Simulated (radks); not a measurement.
Values are calculated unless marked as measured or tabulated.
Question: The mean radii <r> (bohr) of the occupied orbitals of an atom or ion are listed with their occupations. Level of theory: scalar-relativistic Kohn-Sham, r2SCAN, spin-polarised, spherical densities, finite nucleus; meta-GGA in the generalised Kohn-Sham scheme; Fermi nuclear charge, rms radius of each element as measured or else 0.836 A^(1/3) + 0.57 fm (a radial shooting solver on a logarithmic mesh with Libxc functionals).

orbital  occ.      <r>
1s down     1  0.01715
1s up       1  0.01715
2s up       1  0.07235
2s down     1  0.07235
2p up       3  0.06523
2p down     3  0.06523
3s up       1   0.1869
3s down     1   0.1869
3p up       3   0.1880
3p down     3   0.1880
3d up       5   0.1705
3d down     5   0.1705
4s up       1   0.4150
4s down     1   0.4151
4p up       3   0.4416
4p down     3   0.4416
4d up       5   0.4681
4d down     5   0.4680
5s up       1   0.9568
5s down     1   0.9535
4f up       7   0.5165
4f down     7   0.5154
5p up       3    1.104
5p down     3    1.099
5d up       5    1.540
5d down     3    1.553

Name the element and its charge. Open shells, if any, are filled with parallel spins first.

Answer: Z = 78, platinum, charge +2: Pt2+ in [Xe] 4f14 5d8. The 1s radius gives Z: for a bare nucleus <r> = (2 gamma + 1)/(2Z) with gamma = sqrt(1 - (Z/c)^2), 0.01695 bohr for Z = 78, and screening makes it slightly larger (0.01715 here). The occupations add up to 76, and the charge is Z minus that.
